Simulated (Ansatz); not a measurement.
Basis sets compared for Ge23H30, a nanocrystal cut from hexagonal germanium. Total charge 0; singlet. Geometry PBE-D4/def2-SVP. Ansatz on 11 threads of AMD EPYC 7R13 on a shared host and a whole NVIDIA H100 80GB HBM3; times are rough, and most runs start from earlier orbitals.

Cartesian coordinates in Å:
```
Ge 3.6273 3.5074 2.0334
Ge 1.6687 3.7590 0.5726
Ge 4.2142 -0.1840 0.5965
Ge 3.9181 1.1509 2.6301
Ge 2.2421 0.0807 -0.8593
Ge 0.6066 1.5883 0.1736
Ge -1.0733 0.5414 -3.3480
Ge -1.3632 1.8361 -1.2862
Ge -3.0329 0.8028 -4.8069
Ge -4.6903 2.2563 -3.7543
Ge 1.9153 0.3469 3.7909
Ge -0.0495 0.6110 2.3251
Ge -3.3899 1.0760 -0.1346
Ge -5.3509 1.3280 -1.5934
Ge 4.4988 -2.5436 1.1859
Ge 1.1774 -2.0881 -1.2753
Ge -0.7823 -1.8139 -2.7430
Ge 2.4891 -3.3242 2.3458
Ge 2.1913 -2.0112 4.3904
Ge 0.5239 -3.0449 0.8846
Ge -1.1235 -1.5557 1.9220
Ge -2.8171 -2.5528 -1.6015
Ge -3.0942 -1.2789 0.4698
H 4.9015 4.0279 1.3053
H 3.4365 4.3564 3.3247
H 2.0955 4.3788 -0.7907
H 0.6357 4.7241 1.2257
H 5.4745 0.3234 -0.1729
H 5.1628 0.9714 3.5555
H 2.6947 0.6981 -2.2203
H 0.2038 1.0529 -4.0838
H -1.5345 3.3433 -1.6606
H -2.6003 1.3777 -6.1873
H -3.6745 -0.5935 -5.0565
H -4.0585 3.6598 -3.5278
H -5.9306 2.4339 -4.6782
H 1.6931 1.1970 5.0816
H -1.0726 1.5689 3.0134
H -3.5801 1.9286 1.1579
H -6.4150 2.2358 -0.9102
H -5.9990 -0.0686 -1.8232
H 5.7450 -2.7140 2.1048
H 4.7315 -3.3875 -0.1022
H 2.2097 -3.0380 -1.9615
H -0.5782 -2.6594 -4.0395
H 2.6446 -4.8345 2.7086
H 3.4309 -2.1805 5.3184
H 0.9371 -2.5115 5.1663
H -0.1399 -4.4366 0.6391
H -1.5693 -2.1640 3.2895
H -4.0484 -2.3190 -2.5273
H -2.7362 -4.0756 -1.2901
H -4.3654 -1.7827 1.2234
```

Single mean-field runs in def2-SVP, def2-TZVP are fitted with def2-universal-jkfit.

Binding counts from free atoms (Ge triplet, H doublet) in the same basis, without a counterpoise term.

```
                         level  functions  energy (Eh)  HOMO (eV)  LUMO (eV)  binding per atom (eV)  wall time
               PBE-D4/def2-SVP        886  -47776.5233      -5.85      -2.07                   2.94      4.6 s
PBE0-D4/def2-SVP (with forces)        886  -47777.8177      -6.75      -1.40                   2.94       15 s
```

Question: Estimate the rows for PBE-D4/def2-TZVP, PBE0-D4/def2-TZVP.

Answer: 
```tsv
level	functions	energy (Eh)	HOMO (eV)	LUMO (eV)	binding per atom (eV)	wall time
PBE-D4/def2-TZVP	1284	-47782.5477	-5.88	-2.16	2.94	7.5 s
PBE0-D4/def2-TZVP	1284	-47783.8202	-6.73	-1.47	2.94	17 s
```
